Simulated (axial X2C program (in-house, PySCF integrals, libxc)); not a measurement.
## MgSr: cheaper levels and CCSD(T), with spin–orbit coupling

All values were computed with an in-house all-electron X2C program for linear molecules (integrals from PySCF). Two-component (2c) means X2C with spin–orbit coupling and atomic mean-field two-electron Coulomb and Gaunt terms. Basis: Sr dyall-cv3z [13s12p8d5f1g], Mg dyall-cv3z [9s8p6d3f] (cores contracted in-house); Gaussian nuclei, density fitting, unrestricted open shells. Masses: Sr 87.906 u, Mg 23.985 u.

State: Ω = 0 (closed shell); fragments Sr + Mg.

```tsv
level	Re (Å)	ωe (cm⁻¹)	De (eV)
PBE0	4.076	72.0	0.142
MP2	4.408	44.6	0.065
PBEsol	3.933	85.2	0.214
```

Correlated methods: 12 electrons correlated (number of frozen shells: Sr 3 s, 2 p, 1 d; Mg 2 s, 1 p), 308 virtual spin orbitals or spinors in MP2, 90 natural virtuals in coupled cluster.

CCSD(T), same Hamiltonian and basis:

Re = 4.371 Å, ωe = 43.6 cm⁻¹, De = 0.10 eV; T1 = 0.016 (Lee–Taylor normalisation).

(1) Give the differences from CCSD(T) in the columns below.

One determinant describes the state; a PBE0 search over occupations chose it and may have missed a lower one. Dissociation energies refer to the lowest single-determinant-based atoms at the same level and basis. CCSD and (T) use frozen natural virtuals with an MP2 correction for the truncation; (T) itself is uncorrected, so its De runs slightly low. The levels of this run spread widely (ωe from 44 to 85 cm⁻¹), so these constants depend on the method. The bond is weak, and without diffuse functions and with truncated virtuals even CCSD(T) can be tens of per cent off in De.

Results:

(1) 

| level | ΔRe (Å) | Δωe (cm⁻¹) |
| --- | --- | --- |
| PBE0 | -0.295 | 28.4 |
| MP2 | 0.037 | 1.0 |
| PBEsol | -0.438 | 41.6 |
